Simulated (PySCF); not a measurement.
**input.py for Zn**

File input.py (PySCF 2.14):

```python
from pyscf import gto, scf, solvent

mol = gto.M(
    atom='Zn 0 0 0',
    basis='sbkjc',
    ecp={'Zn': 'sbkjc'},
    charge=0,
    spin=0,
    symmetry=True,
    verbose=4,
)
mf = scf.RHF(mol)
mf = solvent.PCM(mf)
mf.with_solvent.eps = 32.6
mf.kernel()
mf.mulliken_pop()
mf.dip_moment()
print('orbital energies (hartree):', mf.mo_energy[..., max(0, mol.nelec[1]-3):mol.nelec[0]+3].round(4))
```

```bash
$ python input.py
```

The log (some set-up lines and the per-cycle HOMO/LUMO lines with their warnings removed):

```
PySCF version 2.14.0

[INPUT] Symbol           X                Y                Z      unit          X                Y                Z       unit  Magmom
[INPUT]  1 Zn     0.000000000000   0.000000000000   0.000000000000 AA    0.000000000000   0.000000000000   0.000000000000 Bohr   0.0

nuclear repulsion = 0
point group symmetry = SO3
symmetry origin: [0. 0. 0.]
symmetry axis x: [1. 0. 0.]
symmetry axis y: [0. 1. 0.]
symmetry axis z: [0. 0. 1.]
num. orbitals of irrep s+0 = 4
num. orbitals of irrep p-1 = 4
num. orbitals of irrep p+0 = 4
num. orbitals of irrep p+1 = 4
num. orbitals of irrep d-2 = 3
num. orbitals of irrep d-1 = 3
num. orbitals of irrep d+0 = 3
num. orbitals of irrep d+1 = 3
num. orbitals of irrep d+2 = 3
number of shells = 11
number of NR pGTOs = 62
number of NR cGTOs = 31
basis = sbkjc
ecp = {'Zn': 'sbkjc'}

******** <class 'pyscf.solvent._attach_solvent.PCMSymAdaptedRHF'> ********
method = PCMSymAdaptedRHF
initial guess = minao
damping factor = 0
level_shift factor = 0
DIIS = <class 'pyscf.scf.diis.CDIIS'>
SCF conv_tol = 1e-09
SCF max_cycles = 50
******** <class 'pyscf.solvent.pcm.PCM'> (In testing) ********

WARN: PCM is an experimental feature. It is still in testing.
Features and APIs may be changed in the future.

lebedev_order = 29 (302 grids per sphere)
eps = 32.6
frozen = False
Freeze 0 electrons in irreps []
    20 free electrons in irreps s+0 p-1 p+0 p+1 d-2 d-1 d+0 d+1 d+2
Initial guess from minao.
PCM E_diel = -8.59231103014389e-05
Solvent Energy = -8.59231103014389e-05
init E= -215.253662592831

WARN: p-1 HOMO 0.535478085440558 > system LUMO 0.535478085440556

WARN: p+0 HOMO 0.535478085440554 > system LUMO 0.535478085440556

WARN: p+1 LUMO 0.535478085440556 < system HOMO 0.535478085440558

PCM E_diel = -1.14289747028777
Solvent Energy = -1.14289747028777
cycle= 1 E= -182.077251945472  delta_E= 33.2  |g|= 12.9  |ddm|=   13

WARN: p-1 HOMO -2.59861156982957 > system LUMO -2.59861156982958

WARN: p+0 LUMO -2.59861156982958 < system HOMO -2.59861156982957

PCM E_diel = -0.00468372433283168
Solvent Energy = -0.00468372433283168
cycle= 2 E= -208.654103937663  delta_E= -26.6  |g|= 10.9  |ddm|= 13.9
PCM E_diel = -5.72514758133816e-05
Solvent Energy = -5.72514758133816e-05
cycle= 3 E= -223.016555898919  delta_E= -14.4  |g|= 4.66  |ddm|= 6.55
PCM E_diel = -0.000245885531026756
Solvent Energy = -0.000245885531026756
cycle= 4 E= -224.594467385282  delta_E= -1.58  |g|= 1.79  |ddm|= 1.44
PCM E_diel = -0.00277602161830393
Solvent Energy = -0.00277602161830393
cycle= 5 E= -224.945104040879  delta_E= -0.351  |g|= 0.318  |ddm|=  1.9
PCM E_diel = -0.00324370837662769
Solvent Energy = -0.00324370837662769
cycle= 6 E= -224.95303147569  delta_E= -0.00793  |g|= 0.0676  |ddm|= 0.149
PCM E_diel = -0.00359133442705702
Solvent Energy = -0.00359133442705702
cycle= 7 E= -224.953692560369  delta_E= -0.000661  |g|= 0.0206  |ddm|= 0.0963
PCM E_diel = -0.00366374774657965
Solvent Energy = -0.00366374774657965
cycle= 8 E= -224.953727931306  delta_E= -3.54e-05  |g|= 0.0016  |ddm|= 0.0188
PCM E_diel = -0.00367096059580341
Solvent Energy = -0.00367096059580341
cycle= 9 E= -224.953728190257  delta_E= -2.59e-07  |g|= 6.14e-05  |ddm|= 0.00184
PCM E_diel = -0.00367103562647524
Solvent Energy = -0.00367103562647524
cycle= 10 E= -224.953728190537  delta_E= -2.8e-10  |g|= 1e-06  |ddm|= 2.33e-05
PCM E_diel = -0.00367103611466355
Solvent Energy = -0.00367103611466355
Extra cycle  E= -224.953728190537  delta_E= -3.41e-13  |g|= 4.2e-07  |ddm|= 6.21e-07
converged SCF energy = -224.953728190537
 ** Mulliken pop  **
pop of  0 Zn 3s           1.47315
pop of  0 Zn 4s           0.91156
pop of  0 Zn 5s           1.13013
pop of  0 Zn 6s           0.48516
pop of  0 Zn 3px          1.62272
pop of  0 Zn 3py          1.62272
pop of  0 Zn 3pz          1.62272
pop of  0 Zn 4px          0.00375
pop of  0 Zn 4py          0.00375
pop of  0 Zn 4pz          0.00375
pop of  0 Zn 5px         -0.00024
pop of  0 Zn 5py         -0.00024
[19 lines left out]
 ** Mulliken atomic charges  **
charge of    0Zn =     -0.00000
Dipole moment(X, Y, Z, Debye):  0.00000,  0.00000,  0.00000
orbital energies (hartree): [-0.7196 -0.7196 -0.2535  0.0974  0.0974  0.0974]
```

In short: E(SCF) = -224.953728 Eh, 10 cycles.

Wall time 1.2 s on one thread of a shared host.
